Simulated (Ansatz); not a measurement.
Frontier orbitals of `[CH3][SnH]([F])[BH]Cl`.

Charge 0, multiplicity 1. Correlated methods include outer-core shells of Sn, which these sets cover unevenly. Sn: def2 effective core potential. The geometry is a stationary point of PBE0-D4/def2-TZVP. It is one conformer, not always the lowest. Basis def2-TZVPP, the Gaussian-basis code of Ansatz.

Orbital energies of one run (eV). Highest occupied ones, from the top: -6.81, -7.64, -8.58, -8.95, -9.19, -9.53, -9.63, -10.56, -10.62, -10.75, -12.39, -13.84, -18.22, -22.55. Empty: -3.22, -0.81, -0.13, 0.85, 1.33, 1.84.

Q: Which functional gave them?
A. LC-ωPBE
B. BLYP
C. r2SCAN
D. ωB97X-V

A: C. HOMO energies: r2SCAN -6.81, LC-ωPBE -10.38, ωB97X-V -10.04, BLYP -6.43 eV.

LC-ωPBE has ω = 0.4 bohr⁻¹.
